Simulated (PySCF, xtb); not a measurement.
CH4BClOS, SMILES COB(S)Cl. One conformer was computed; it need not be the lowest.

Harmonic wavenumbers (cm⁻¹) from GFN2-xTB (xtb) at its own minimum, in rising order: 47, 165, 169, 225, 307, 370, 419, 494, 745, 850, 991, 1124, 1136, 1304, 1411, 1455, 1460, 2498, 2973, 2984, 2994.

Task: What does PBE-D3(BJ)/def2-SVP run with PySCF give at its own minimum? (Estimate from the structure and the level; the computed values follow.)

Result: 70, 151, 183, 247, 344, 378, 498, 513, 752, 988, 1024, 1129, 1151, 1332, 1416, 1421, 1449, 2644, 2949, 3031, 3079. Paired by order, the mean absolute difference is 38 cm⁻¹ and the zero-point energies are 34.5 and 35.4 kcal/mol.
